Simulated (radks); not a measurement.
Problem. The mean radii <r> (bohr) of the occupied orbitals of an atom or ion are listed with their occupations. All-electron calculation, scalar-relativistic Kohn-Sham, r2SCAN, spin-polarised, spherical densities, finite nucleus; meta-GGA in the generalised Kohn-Sham scheme; Fermi nuclear charge, rms radius of each element as measured or else 0.836 A^(1/3) + 0.57 fm. Program: a radial shooting solver on a logarithmic mesh with Libxc functionals.

| orbital | occ. | <r> |
|---|---|---|
| 1s | 2 | 0.1112 |
| 2s | 2 | 0.5625 |
| 2p | 6 | 0.5300 |

Name the element and its charge. Open shells, if any, are filled with parallel spins first.

Solution. Z = 14, silicon, charge +4: Si4+ in [Ne]. The 1s radius gives Z: for a bare nucleus <r> = (2 gamma + 1)/(2Z) with gamma = sqrt(1 - (Z/c)^2), 0.1068 bohr for Z = 14, and screening makes it slightly larger (0.1112 here). The occupations add up to 10, and the charge is Z minus that.
